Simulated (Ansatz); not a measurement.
Basis-set series for `F[Si-](F)(F)(F)F`. The species carries charge -1 and has multiplicity 1. Geometry: relaxed with PBE0-D4/def2-TZVPD.

| functional | basis | functions | energy (Eh) | HOMO (eV) | LUMO (eV) |
| --- | --- | --- | --- | --- | --- |
| PBE0-D4 | def2-SVPD | 139 | -788.05315 | -5.27 | 4.67 |
| PBE0-D4 | def2-TZVPPD | 248 | -788.75435 | -5.12 | 4.17 |
| ωB97M-V | def2-SVPD | 139 | -788.52113 | -7.87 | 5.45 |
| ωB97M-V | def2-TZVPPD | 248 | -789.22691 | -7.69 | 4.62 |

Give the rows for def2-QZVPPD. (Best estimate.)

Ansatz gave: 
```json
{"functional": "PBE0-D4", "basis": "def2-QZVPPD", "functions": "406", "energy (Eh)": "-788.78943", "HOMO (eV)": "-5.13", "LUMO (eV)": "3.90"}
{"functional": "ωB97M-V", "basis": "def2-QZVPPD", "functions": "406", "energy (Eh)": "-789.25892", "HOMO (eV)": "-7.70", "LUMO (eV)": "4.23"}
```

Positive LUMOs are unbound and depend on the basis.
